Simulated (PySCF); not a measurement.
CH7FOSi2, SMILES [SiH](F)(C)O[SiH3]. Atoms are numbered in the order given.

```xyz
12

Si    -0.7188    -0.7998     0.0417
C     -2.1040     0.2574     0.6717
F     -0.8186    -0.8494    -1.5804
O      0.7445    -0.1621     0.4404
Si     1.8270     1.0726     0.1963
H     -0.7584    -2.1989     0.5317
H     -2.0366     1.2735     0.2526
H     -3.0803    -0.1652     0.3888
H     -2.0673     0.3348     1.7693
H      1.1008     2.3627    -0.0129
H      2.6884     1.1830     1.4067
H      2.6737     0.7882    -0.9978
```

Geometry optimised at PBE0-D3(BJ)/def2-SVP. One conformer was computed; it need not be the lowest.

Two levels are set side by side: PBE/pcSseg-1 (PySCF) and B3LYP/pcSseg-1 (PySCF). GIAO shifts against CFCl3 (¹⁹F), H2O (¹⁷O), TMS (²⁹Si), TMS (¹H), TMS (¹³C) at the same level; non-relativistic, no solvent, atoms listed together averaged. Differences are taken from unrounded values.

```tsv
quantity	B3LYP
δ(²⁹Si) of Si1 (ppm)	-14.6
δ(¹³C) of C2 (ppm)	1.2
δ(¹⁹F) of F3 (ppm)	-162.0
δ(¹⁷O) of O4 (ppm)	52.7
δ(²⁹Si) of Si5 (ppm)	-45.5
δ(¹H) of H6 (ppm)	5.13
```

### Question
What does PBE give, and how far is it from B3LYP? (An estimate is asked for; the answer gives what the named calculation found.)

### Answer

```
quantity                 PBE  PBE minus B3LYP
--------------------  ------  ---------------
δ(²⁹Si) of Si1 (ppm)    -7.6              7.0
δ(¹³C) of C2 (ppm)       1.3              0.1
δ(¹⁹F) of F3 (ppm)    -174.7            -12.7
δ(¹⁷O) of O4 (ppm)      59.3              6.5
δ(²⁹Si) of Si5 (ppm)   -41.0              4.5
δ(¹H) of H6 (ppm)       5.46             0.34
```

Rough cost on one machine, each run with all the roots and properties that it gave: B3LYP against PBE within a factor of 2.
